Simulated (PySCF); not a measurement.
# Reading the logs of faulty runs: AlBCH8Si

These are calculations, not measurements. The program is PySCF 2.14.0, an open-source quantum chemistry code, run on an isolated molecule that a program drew, which may never have been made. The molecule is AlBCH8Si (charge 0, singlet), drawn as the SMILES string `[AlH2][CH2]B[SiH3]`.

Each row is a Hartree-Fock (HF) and frozen-core CCSD(T) single point in the cc-pV(D+d)Z basis, meant for a local HF minimum. Run 1 is clean. Each other run has one planted mistake out of seven kinds, and not every kind appears here: one electron removed, one electron added, multiplicity raised by two, geometry at a saddle point, minimal basis STO-3G, one bond length entered in bohr, all coordinates scaled. The reference is restricted for singlets and unrestricted otherwise, and also for a bond in bohr. Adding or removing an electron swaps singlet and doublet. Electrons count all cores. HOMO and LUMO are orbital energies over both spins, the gradient is its largest component, and the lowest frequency (negative if imaginary) is given only where the gradient is small. Bond lengths are over the 11 bonds as drawn. T1 is the CCSD diagnostic: over 0.02 (restricted) or 0.045 (unrestricted) a single reference is doubtful.

Geometry of the clean run:
```xyz
12
AlBCH8Si, angstrom
Al   -0.9772   -1.2045   -2.7441
C    -0.3092   -0.1181   -1.2154
B     0.2745   -1.0384   -0.1300
Si    2.2081   -1.7117   -0.0983
H    -2.4472   -0.9666   -3.2678
H    -0.0269   -2.2341   -3.4728
H     0.4349    0.5079   -1.7301
H    -1.1694    0.4847   -0.9098
H    -0.4592   -1.4400    0.7416
H     3.0145   -1.2253   -1.2498
H     2.2564   -3.1985   -0.1063
H     2.8763   -1.2500    1.1486
```

| run | electrons | basis functions | <S^2> | HOMO (eV) | LUMO (eV) | gradient (hartree/bohr) | lowest frequency (cm^-1) | mean bond (Å) | longest bond (Å) | T1 | HF (hartree) | CCSD(T) (hartree) | mistake |
|---|---|---|---|---|---|---|---|---|---|---|---|---|---|
| 1 | 46 | 114 | 0.000 | -10.58 | 0.93 | 3.7e-06 | 34 | 1.5091 | 2.048 | 0.0130 | -598.04032 | -598.52123 | no fault |
| 2 | 46 | 36 | 0.000 | -8.41 | 7.00 | 4.2e-02 | - | 1.5091 | 2.048 | 0.0093 | -591.03971 | -591.26256 | minimal basis STO-3G |
| 3 | 47 | 114 | 0.765 | 0.01 | 6.23 | 2.2e-02 | - | 1.5091 | 2.048 | 0.0340 | -598.02225 | -598.52632 | one electron added |
| 4 | 45 | 114 | 0.758 | -15.62 | -7.82 | 1.0e-01 | - | 1.5091 | 2.048 | 0.0268 | -597.70204 | -598.16426 | one electron removed |
| 5 | 46 | 114 | 0.718 | -9.96 | 0.79 | 1.9e-02 | - | 1.5976 | 2.067 | 0.0537 | -597.91594 | -598.39399 | ? |
| 6 | 46 | 114 | 0.000 | -10.67 | 1.05 | 3.2e-02 | - | 1.4412 | 1.956 | 0.0126 | -598.01921 | -598.49780 | ? |

**Which mistake was planted in run 5, and what did it cost?**

The mean bond changes by a factor of 1.059 and the longest by 1.009, so the molecule wasn't scaled as a whole. A length L in bohr read as angstrom grows by (1/0.5292 - 1) L = 0.890 L. The 11 bonds together grew by 11 x 0.0885 = 0.973 Å, which gives L = 1.094 Å. That is the length of one of the C-H bonds, 1.094 Å in the clean geometry. So the mistake is: one bond length entered in bohr. Subtracting run 1 and multiplying by 627.51 kcal/mol a hartree, the energy moved by 78.0 kcal/mol in HF and 79.8 kcal/mol in CCSD(T).

**Which mistake was planted in run 6, and what did it cost?**

The mean and the longest bond both change by the same factor, 0.955, and the gradient is no longer small. So the mistake is: all coordinates scaled. Subtracting run 1 and multiplying by 627.51 kcal/mol a hartree, the energy moved by 13.2 kcal/mol in HF and 14.7 kcal/mol in CCSD(T).

Cautions from the logs. Run 3: the HOMO is above zero, so the electron isn't bound and the energy depends on the basis; run 5: T1 is over the limit, so its CCSD(T) energy is less reliable.
